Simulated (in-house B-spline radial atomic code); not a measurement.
## Ionising W²⁺ with different functionals

Computed with a radial B-spline atomic code at the basis-set limit: four-component Dirac-Coulomb Hamiltonian, Fermi nucleus of rms radius 5.3658 fm, spin-restricted, spherical fractional occupations for the functionals, and exact exchange of hybrids averaged over the configuration. The ionisation energy is the difference of two self-consistent energies, [Xe] 4f14 5d4 → [Xe] 4f14 5d3, without Breit or QED terms; ε is the level of the shell that loses the electron (mean over j). The electron is taken from both j subshells in proportion to 2j + 1, so the result is a j average, not the step between ground levels.

| method | rung | ΔSCF (eV) | -ε(5d) (eV) |
| --- | --- | --- | --- |
| B3LYP | global hybrid | 25.42 | 21.16 |
| PBE0 | global hybrid | 25.26 | 21.33 |
| CAM-B3LYP | range-separated hybrid | 25.37 | 22.87 |
| LC-wPBE | range-separated hybrid | 25.15 | 24.08 |

(1) Among the functionals, which spreads more, the ΔSCF values or the orbital energies?

(2) How do they compare with the NIST value?

Results:

(1) The orbital energies: ΔSCF values span about 0.27 eV and the orbital energies 2.91 eV; here energy differences depend much less on the functional than eigenvalues do.

(2) NIST lists 26.0 eV ± 0.4 (semi-empirical, ground level to ground level). Errors run from -0.85 to -0.58 eV. The correlated functionals all miss on the same side by more than they spread, so the cause is common to them (Breit-QED terms, spin polarisation, the choice among j levels, multiplet and fine-structure energies, or a listed next ion that isn't the cheapest removal here) and closeness doesn't rank the functionals.
